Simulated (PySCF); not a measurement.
Compound: chloromethylfluorosilane, CH4ClFSi.
Bonds: F1–Si2, Si2–C3, C3–Cl4. Hydrogens: H5, H6 on Si2; H7, H8 on C3.

The geometry is computed with GFN2-xTB (gas phase).

List the bond lengths, angles and torsions at this level.

```csv
bond,length (Å)
F1–Si2,1.612
Si2–C3,1.906
C3–Cl4,1.789
"Si2–H5, Si2–H6",1.452
"C3–H7, C3–H8",1.089
```

Bonds in one row agree within 0.01 Å and their mean is given. A selection of angles:
```csv
angle,degrees
F1–Si2–C3,105.1
F1–Si2–H5,105.9
C3–Si2–H5,111.3
H5–Si2–H6,116.4
Si2–C3–Cl4,109.6
Si2–C3–H7,112.9
Cl4–C3–H7,106.5
Cl4–C3–H8,106.5
H7–C3–H8,108.2
```

Dihedral angles: F1–Si2–C3–Cl4 180° (antiperiplanar).

Si2 (fluorine-bound silicon) is distorted tetrahedral (angles from 105.1° to 116.4°). The 4 heavy atoms lie in one plane (0.001 Å rms).

Point group: Cs (every atom within 0.08 Å of its image). Stationary, but not proved a minimum. The numbers are those of one conformer.
